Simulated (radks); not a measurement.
The numbers below are computed, except where a source is named.
Ag3+, 44 electrons, occupied as [Kr] 4d8 (the NIST ground configuration). Level of theory: scalar-relativistic Kohn-Sham, SCAN, spin-unpolarised, spherical densities, finite nucleus; meta-GGA in the generalised Kohn-Sham scheme; Fermi nuclear charge, rms radius 4.5454 fm (a radial shooting solver on a logarithmic mesh with Libxc functionals).

Normalised radial functions P(r) = r R(r), r in bohr:

| r | 2p | 3d | 4d |
|---|---|---|---|
| 0.002508 | 0.0211 | 0.0001 | 0.0000 |
| 0.003864 | 0.0454 | 0.0002 | 0.0001 |
| 0.005951 | 0.0973 | 0.0006 | 0.0002 |
| 0.009094 | 0.2024 | 0.0020 | 0.0007 |
| 0.01401 | 0.4134 | 0.0067 | 0.0024 |
| 0.02158 | 0.7996 | 0.0214 | 0.0077 |
| 0.03297 | 1.4043 | 0.0634 | 0.0226 |
| 0.05079 | 2.1869 | 0.1768 | 0.0628 |
| 0.07823 | 2.7876 | 0.4367 | 0.1537 |
| 0.1195 | 2.6453 | 0.8944 | 0.3076 |
| 0.1841 | 1.6190 | 1.4645 | 0.4695 |
| 0.2836 | 0.5208 | 1.7269 | 0.4276 |
| 0.4334 | 0.0694 | 1.3226 | -0.0092 |
| 0.6675 | 0.0022 | 0.5607 | -0.6725 |
| 1.028 | 0.0000 | 0.1081 | -0.9673 |
| 1.571 | 0.0000 | 0.0073 | -0.7021 |
| 2.42 | 0.0000 | 0.0001 | -0.2753 |
| 3.728 | 0.0000 | 0.0000 | -0.0472 |
| 5.697 | 0.0000 | 0.0000 | -0.0025 |
| 8.775 | 0.0000 | 0.0000 | 0.0000 |

2p: eigenvalue -3401.7 eV, 0 radial nodes, <r> = 0.118 bohr, 90 % of the charge inside 0.192 bohr. 3d: eigenvalue -401.42 eV, 0 radial nodes, <r> = 0.346 bohr, 90 % of the charge inside 0.547 bohr. 4d: eigenvalue -43.954 eV, 1 radial node at r = 0.431 bohr, <r> = 1.24 bohr, 90 % of the charge inside 1.93 bohr.

Empty levels of this run are not shown, since the potential may be unsettled where no density lies.
